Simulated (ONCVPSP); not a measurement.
Ce (Z = 58): variants of one ONCV potential

Base potential:

```json
{
  "Element": "cerium",
  "Generator": "ONCVPSP 4.0.1",
  "Type": "optimised norm-conserving Vanderbilt (ONCV)",
  "Functional": "PBE",
  "Relativity": "scalar-relativistic",
  "Frozen core": "[Kr] 4d10",
  "Valence charge": "12",
  "Reference configuration": "4f1 5s2 5p6 5d1 6s2",
  "Partial waves": "5s+6s: rc 2.30 bohr, ncon 3, nbas 7, qcut 4.7 1/bohr, 3 projectors, debl 1 Ha; 5p: rc 2.80 bohr, ncon 4, nbas 9, qcut 3.8 1/bohr, 1 projector; 5d: rc 3.10 bohr, ncon 4, nbas 9, qcut 4.9 1/bohr, 3 projectors, debl 1 Ha; 4f: rc 1.40 bohr, ncon 3, nbas 7, qcut 9.9 1/bohr, local",
  "Local potential": "the f channel",
  "Core correction": "Teter function, fcfact 6, rcfact 1.3"
}
```

All-electron outer shells of the reference configuration (PBE, scalar-relativistic, ld1.x):

| shell | level (eV) | outermost node (bohr) | outermost maximum (bohr) |
| --- | --- | --- | --- |
| 4d | -110.49 | 0.31 | 0.66 |
| 5s | -40.59 | 0.75 | 1.37 |
| 5p | -23.22 | 0.81 | 1.55 |
| 4f | -5.38 | – | 0.71 |
| 6s | -3.74 | 1.82 | 3.72 |
| 5d | -3.06 | 0.92 | 2.15 |

Cutoffs, loose and tight: the cutoffs (Ha) at which the residual kinetic energy of the hardest occupied pseudo-wave falls to 1 and 0.1 mHa per electron. They do not see the model core or the augmentation charge, which bear on the density cutoff. Test errors are all-electron minus pseudo excitation energies from the reference, over the configurations 4f1 5s2 5p6 5d1 6s1; 4f1 5s2 5p6 5d1 6s0; 4f1 5s2 5p6 5d0 6s0; 4f0 5s2 5p6 5d0 6s0. A dash means not determined; rows that change the core or the reference have their own tests. The largest error is taken over the tests solved by every variant that gives reliable tests at all: 4f1 5s2 5p6 5d0 6s0; 4f1 5s2 5p6 5d1 6s0; 4f1 5s2 5p6 5d1 6s1.

A true bound ghost makes a file unfit for plane-wave use even where its test errors are small: the radial tests pick states by their node count and pass the ghost by.

```tsv
change	outcome	cutoff, loose	cutoff, tight	bound ghosts	GHOST(+) flags above zero	largest test error (meV)
base	generated	49 Ha	125 Ha	s, p	d	-7.0
functional PBEsol	generated	49 Ha	124 Ha	s, p	d	-7.3
all radii but the core radius scaled by about 1.12 (s 2.58, p 3.12, d 3.46, f 1.56 bohr)	generated	43 Ha	49 Ha	s, p	d	-10
s: qcut 3.5; p: qcut 2.8; d: qcut 3.6; f: qcut 7.4	generated	–	–	none	s, p	-13
d: qcut 2.9	generated	49 Ha	125 Ha	s, p	d	+41
```
